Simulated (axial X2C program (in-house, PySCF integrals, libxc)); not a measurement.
**Low determinants of RuGe at the PBE0 level, with spin–orbit coupling**

Calculated with an in-house relativistic program for diatomic molecules. Two-component (2c) means X2C with spin–orbit coupling and atomic mean-field two-electron Coulomb and Gaunt terms. Basis: Ru dyall-cv3z [12s12p8d5f3g], Ge dyall-cv3z [9s9p7d4f1g] (cores contracted in-house); Gaussian nuclei, density fitting, unrestricted open shells. Masses: Ru 101.904 u, Ge 73.921 u.

Search at 2.192 Å (vertical energies from the lowest determinant):

```tsv
ΔE (eV)	state	electrons beyond evenly filled partner blocks	electrons in ±ω = 1/2, 3/2, 5/2, 7/2
0.00	Ω = 3	ω = 1/2, ω = 5/2	49 22 5 0
0.22	Ω = 1	ω = -1/2, ω = 3/2	49 21 6 0
0.41	Ω = 1	ω = -3/2, ω = 5/2	50 21 5 0
0.44	Ω = 2	ω = -1/2, ω = 5/2	49 22 5 0
0.65	Ω = 2	ω = 1/2, ω = 3/2	49 21 6 0
1.01	Ω = 2	2 × ω = 1/2, ω = -3/2, ω = 5/2	50 21 5 0
1.04	Ω = 0	none	48 22 6 0
```

Lowest determinant, Ω = 3 (⟨Sz⟩ = 1.00, ⟨Lz⟩ = 2.00 at PBE0): Re = 2.189 Å, ωe = 318.9 cm⁻¹.

The determinant in row 2 of the search, Ω = 1 (⟨Sz⟩ = -1.00, ⟨Lz⟩ = 2.00 at PBE0), was followed along the bond at PBE0; measured from the minimum of the lowest determinant it gives:

Te = 0.224 eV (1809 cm⁻¹), Re = 2.189 Å, ωe = 318.9 cm⁻¹.

Problem. Compare the bond of the determinant in row 2 with that of the lowest one.

Solution. At PBE0 its Re is the same within 0.001 Å and its force constant, which goes as ωe², is 1.00 times that of the lowest determinant. T0 ≈ Te + Δωe/2 = 1809 + (0) = 1809 cm⁻¹.

The search compares states at one distance, so a state with another bond length can lie lower; it is not exhaustive and yields mostly the lowest determinant of each block pattern, so other components and higher states of one pattern are missing. These are energies of single determinants, not of spin-adapted states; PBE0 term energies can be off by some tenths of an eV, and the functional has no current term. Open-shell Ω = 0 determinants with evenly filled partner blocks cannot be reached by this program, so the Ω shown need not be the lowest component. The lowest determinant need not be the ground state where others lie within half an eV.
